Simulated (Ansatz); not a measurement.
Program: Ansatz. Geometries: PBE0-D4/def2-TZVP. ΔE: electronic, gas phase. CBS: MP2 limit from def2 TZ/QZ plus the TZ coupled-cluster correction, frozen cores. This one scheme is used for every species. DFT in def2-TZVPP. B3LYP here is the variant with VWN-RPA as its local correlation; programs differ in this. For Br outer-core shells are correlated without core-valence functions, which leaves a few kJ/mol of doubt a bond. Scalar relativity is left out up to krypton. One conformer a species, not always the lowest.

`O[SiH](S)Br` + `C=N` → `C=N[SiH](O)Br` + H₂S  (ligand exchange at the Si–S bond)

`O[SiH](S)Br`:

Z-matrix (Å, degrees):
```
Si
S 1 2.127
Br 1 2.224 2 108.8
O 1 1.628 2 108.6 3 -122.6
H 1 1.472 2 114.2 3 119.5
H 2 1.343 1 94.0 3 -31.7
H 4 0.960 1 118.0 2 55.3
```

`C=N`:

Z-matrix (Å, degrees):
```
C
N 1 1.261
H 1 1.096 2 124.9
H 1 1.092 2 118.8 3 -180.0
H 2 1.021 1 111.0 3 -0.0
```

`C=N[SiH](O)Br`:

Z-matrix (Å, degrees):
```
Si
N 1 1.729
Br 1 2.217 2 105.5
O 1 1.626 2 109.7 3 120.4
H 1 1.478 2 115.0 3 -119.6
C 2 1.258 1 124.8 3 109.7
H 4 0.959 1 117.7 2 -51.0
H 6 1.096 2 120.2 1 179.2
H 6 1.101 2 124.3 1 -0.9
```

H₂S:

Z-matrix (Å, degrees):
```
S
H 1 1.341
H 1 1.341 2 92.3
```

| level | ΔE (kJ/mol) | difference from CCSD(T)/CBS |
| --- | --- | --- |
| PBE-D4 | 18.6 | 6.4 |
| r2SCAN-D4 | 13.3 | 1.1 |
| PBE0-D4 | 16.9 | 4.7 |
| B3LYP-D4 | 8.8 | -3.4 |
| ωB97X-V | 11.4 | -0.8 |
| ωB97M-V | 11.0 | -1.2 |
| B2PLYP | 8.8 | -3.4 |
| PBE | 18.9 | 6.7 |
| r2SCAN | 13.8 | 1.6 |
| PBE0 | 17.1 | 4.9 |
| B3LYP | 8.8 | -3.4 |
| HF/def2-TZVPP | 1.2 | -11.0 |
| MP2/def2-TZVPP | 10.2 | -2.0 |
| SCS-MP2/def2-TZVPP | 8.1 | -4.1 |
| CCSD/def2-TZVPP | 8.2 | -4.0 |
| CCSD(T)/def2-TZVPP | 9.7 | -2.5 |
| HF/def2-QZVPP | 0.0 | -12.2 |
| MP2/def2-QZVPP | 11.2 | -1.0 |
| SCS-MP2/def2-QZVPP | 9.2 | -3.0 |
| HF/CBS(def2) | -0.1 | -12.3 |
| MP2/CBS(def2) | 12.7 | 0.5 |
| CCSD/CBS(def2) | 10.7 | -1.5 |
| CCSD(T)/CBS | 12.2 | 0 |

Largest T1 diagnostic among the species: 0.012.

In def2-TZVPP, CCSD(T) changes the Hartree–Fock value by +8.5 kJ/mol (the triples alone add +1.5 kJ/mol) and MP2 by +9.0 kJ/mol.

CCSD(T)/CBS has its own doubt, a few kJ/mol and more with outer-core shells, so smaller differences from it don't rank the levels.
